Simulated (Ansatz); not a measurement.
Gas-phase electronic energies from Ansatz, PBE0-D4/def2-TZVP geometries. CBS: MP2 limit from def2 TZ/QZ plus the TZ coupled-cluster correction, frozen cores. DFT in def2-TZVPP. B3LYP here is the variant with VWN-RPA as its local correlation; programs differ in this. Elements past krypton have def2 core potentials. For Cd outer-core shells are correlated without core-valence functions, which leaves a few kJ/mol of doubt a bond. One conformer a species, not always the lowest.

Consider the ligand exchange at the Si–C bond: `[SiH3]C1=CO[SiH2]1` + `[OH][Cd][F]` → `[F][Cd][O][SiH3]` + `C1=C[SiH2]O1`.

```csv
level,ΔE (kJ/mol),difference from CCSD(T)/CBS
PBE-D4,-63.1,17.4
r2SCAN-D4,-76.9,3.6
B3LYP-D4,-79.2,1.3
ωB97M-V,-82.5,-2.0
r2SCAN,-77.7,2.8
PBE0,-74.1,6.4
SCS-MP2/def2-TZVPP,-88.3,-7.8
CCSD/def2-TZVPP,-88.7,-8.2
HF/def2-QZVPP,-108.1,-27.6
CCSD/CBS(def2),-84.4,-3.9
CCSD(T)/CBS,-80.5,0
```

Largest T1 diagnostic among the species: 0.017.

From PBE to PBE0 (25 % exact exchange), in def2-TZVPP and without D4, ΔE moves by −8.5 kJ/mol. The D4 term adds +3.8 kJ/mol with B3LYP and +2.3 kJ/mol with PBE0; it sums over pairs of atoms, weighted by their polarisabilities, and B3LYP, whose exchange is more repulsive, gets the larger term. In def2-TZVPP, CCSD(T) changes the Hartree–Fock value by +23.1 kJ/mol (the triples alone add +4.0 kJ/mol) and MP2 by +25.0 kJ/mol.
